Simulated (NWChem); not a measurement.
System: CH$_{4}$OPb, singlet; SMILES C[O][PbH]

```xyz
7

Pb     0.0097    -0.4591     0.0000
H     -1.8302    -0.0792     0.0000
O      0.5470     1.5739     0.0000
C     -0.2924     2.6798     0.0000
H     -0.1058     3.3155     0.8883
H     -0.1058     3.3155    -0.8883
H     -1.3711     2.4208     0.0000
```
Atoms are numbered in this order, from 1.

Low-valent species are run as closed-shell singlets; no triplet was tried in these runs. Geometry: optimised at PBE0/def2-SVP. def2 effective core potentials on Pb; no spin-orbit coupling.

Symmetry labels are those of Cs in the frame above (b1 and b2, or b-type labels, depend on it).

Task: List the 6 lowest vertical singlet excitations from PBE/def2-SVP with def2 effective core potentials on Pb, full TDDFT (NWChem).

Result: 
| state | energy (eV) | oscillator strength | symmetry | leading excitation (squared amplitude) |
|---|---|---|---|---|
| S1 | 2.98 | 0.001 | a" | HOMO−2 → LUMO (0.97) |
| S2 | 3.07 | 0.007 | a" | HOMO → LUMO (0.97) |
| S3 | 3.68 | 0.067 | a' | HOMO−1 → LUMO (0.94) |
| S4 | 5.10 | 0.003 | a" | HOMO−1 → LUMO+1 (1.00) |
| S5 | 5.15 | 0.004 | a' | HOMO → LUMO+1 (0.70) |
| S6 | 5.38 | 0.118 | a' | HOMO−2 → LUMO+1 (0.63) |
